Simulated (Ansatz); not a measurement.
`B[SiH2][GeH3]`, charge 0, multiplicity 1.

**Question.** Give a relaxed structure at PBE0-D4/def2-TZVP (the Gaussian-basis code of Ansatz). (Best estimate.)

**Answer.** The calculation gave: 
Z-matrix (Å, degrees):
```
Si
Ge 1 2.400
B 1 1.985 2 101.7
H 1 1.488 2 107.0 3 -121.5
H 1 1.488 2 107.0 3 121.5
H 2 1.538 1 109.7 3 179.5
H 2 1.538 1 110.8 3 59.7
H 2 1.538 1 110.8 3 -60.7
H 3 1.196 1 120.9 2 86.7
H 3 1.195 1 120.8 2 -86.8
```
Point group Cs.
This is one stationary point; other conformers may exist.
